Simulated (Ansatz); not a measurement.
Reaction (formal exchange of groups at the Si–F bond): `F[SiH2][SbH2]` + `CC` → `CC[SiH2][SbH2]` + H–F

Gas-phase electronic energies from Ansatz, PBE0-D4/def2-TZVP geometries. CCSD(T)/CBS is the MP2 limit (def2-TZVPP, def2-QZVPP) plus CCSD(T) − MP2 in def2-TZVPP, frozen cores. This one scheme is used for every species. DFT in def2-TZVPP. def2 core potentials past Kr. For Sb outer-core shells are correlated without core-valence functions, which leaves a few kJ/mol of doubt a bond. Each species was taken in one conformer, which may not be the lowest.

CCSD(T)/CBS gives +125.5 kJ/mol.

**Question.** Another level gave +133.8 kJ/mol. Which?
A. PBE0/def2-TZVPP
B. HF/def2-TZVPP
C. ωB97X-V/def2-TZVPP
D. PBE-D4/def2-TZVPP

**Answer.** C. ωB97X-V 133.8, PBE0 129.5, HF/def2-TZVPP 160.8, PBE-D4 120.7 kJ/mol.

Largest T1 diagnostic among the species: 0.013.

The D4 term adds −14.3 kJ/mol with B3LYP and −8.1 kJ/mol with PBE0; it sums over pairs of atoms, weighted by their polarisabilities, and B3LYP, whose exchange is more repulsive, gets the larger term. In def2-TZVPP, CCSD(T) changes the Hartree–Fock value by −34.5 kJ/mol (the triples alone add −4.8 kJ/mol) and MP2 by −37.5 kJ/mol.

B3LYP here is the variant with VWN-RPA as its local correlation; programs differ in this.
